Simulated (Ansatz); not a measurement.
CH$_{3}$Cl$_{3}$MoO$_{2}$, SMILES `C[O][Mo](=[O])([Cl])([Cl])[Cl]`, relaxed with RKS PBE0-D4/def2-TZVP in Ansatz from a PBE-D4/def2-SVP geometry. The force threshold is 0.005 eV/Å; the program also tests the step.

The species carries charge 0 and has multiplicity 1. Mo: def2 effective core potential.

Start:

```xyz
10

C    -0.819   -1.280    0.817
O    -0.380    0.048    0.782
Mo    0.567    1.111   -0.430
O     0.505    2.578    0.366
Cl    1.745    1.753   -2.320
Cl    2.445   -0.115    0.175
Cl   -1.258    0.799   -1.844
H    -1.495   -1.463   -0.052
H     0.054   -1.969    0.742
H    -1.364   -1.462    1.764
```

**Question.** By how much does the energy fall, and how many steps does the optimiser take? (Estimate.)

**Answer.** Computed: 1.98 kcal/mol, in 9 steps, 1 of them rejected.

**Question.** Which bonds change most? (An estimate is asked.)

**Answer.** The calculation gave: O2–Mo3 from 1.869 to 1.834 Å; Mo3–Cl7 from 2.329 to 2.299 Å; Mo3–Cl5 from 2.318 to 2.290 Å; Mo3–O4 from 1.670 to 1.644 Å.

**Question.** Give the relaxed structure. (An estimate is asked.)

**Answer.** The calculation gave: 
```xyz
10

C    -0.797   -1.284    0.801
O    -0.397    0.053    0.751
Mo    0.539    1.109   -0.420
O     0.514    2.557    0.358
Cl    1.724    1.652   -2.303
Cl    2.389   -0.110    0.196
Cl   -1.277    0.908   -1.816
H    -1.434   -1.503   -0.063
H     0.089   -1.928    0.768
H    -1.349   -1.452    1.727
```
